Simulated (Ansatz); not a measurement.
Abridged output of a molecular run in Ansatz:

```
Functional definition: HF
1639 factors; integrals over basis functions are off by at most 1.6e-3 eV
mean field evaluation 1: about -27430.5003 eV, gradient 3.9e1 eV
mean field evaluation 2: about -27430.8148 eV, gradient 3.9e1 eV
mean field evaluation 4: about -27435.2446 eV, gradient 4.4e0 eV
mean field evaluation 8: about -27435.3368 eV, gradient 2.7e-1 eV
mean field -27435.33718656 eV, -1008.2300452668 hartree, gradient 2.8e-6 eV, S^2 0.000000; 0 other end points of the search recorded, 0 dependent functions left out
17 core orbitals not correlated: weight in the atoms' cores, before any rotation towards them, 1.000 or more for the frozen orbitals, at most 0.000 for the correlated occupied ones
reference -27435.33718656 eV, -1008.2300452668 hartree; 14, 14 occupied and 255, 255 virtual orbitals, 1639 factors
second order -19.61561949 eV of doubles, -0.00000000 eV of singles
cycle   1  -20.52820110 eV  change   -9.1e-1 eV  update   1.0e-1
cycle   2  -21.11461918 eV  change   -5.9e-1 eV  update   3.1e-2
cycle   3  -21.20656363 eV  change   -9.2e-2 eV  update   1.3e-2
cycle   4  -21.19922284 eV  change    7.3e-3 eV  update   3.4e-3
cycle   5  -21.19883590 eV  change    3.9e-4 eV  update   1.6e-3
cycle   6  -21.19861013 eV  change    2.3e-4 eV  update   5.0e-4
cycle   7  -21.19842170 eV  change    1.9e-4 eV  update   2.1e-4
cycle   8  -21.19847211 eV  change   -5.0e-5 eV  update   7.9e-5
cycle   9  -21.19848962 eV  change   -1.8e-5 eV  update   2.7e-5
perturbative correction -0.96451038 eV, -0.0354451026 hartree
Total energy: -27457.50018657 eV, -1009.0445204942 hartree
```

Its atoms:

Z-matrix (Å, degrees):
```
C
C 1 1.541
Si 1 1.876 2 64.0
Al 1 1.914 2 127.2 3 93.2
H 1 1.090 2 114.5 3 -102.4
H 2 1.086 1 116.7 3 -112.0
H 2 1.086 1 115.8 3 110.8
S 3 2.117 1 116.4 2 -110.1
H 3 1.480 1 118.8 2 105.1
H 4 1.586 1 118.9 2 179.8
H 4 1.589 1 119.1 2 -5.0
H 8 1.345 3 95.3 1 149.6
```

Problem. Which basis set was used?
A. cc-pV(D+d)Z
B. def2-TZVPPD
C. def2-TZVPP
D. def2-SVPD

Solution. C. It gives 286 functions.

Problem. Write the keys of the input that set method, charge and spin (a neutral closed shell needs none for the last two).

Solution. 
```yaml
correlation: {method: ccsd_t}
```
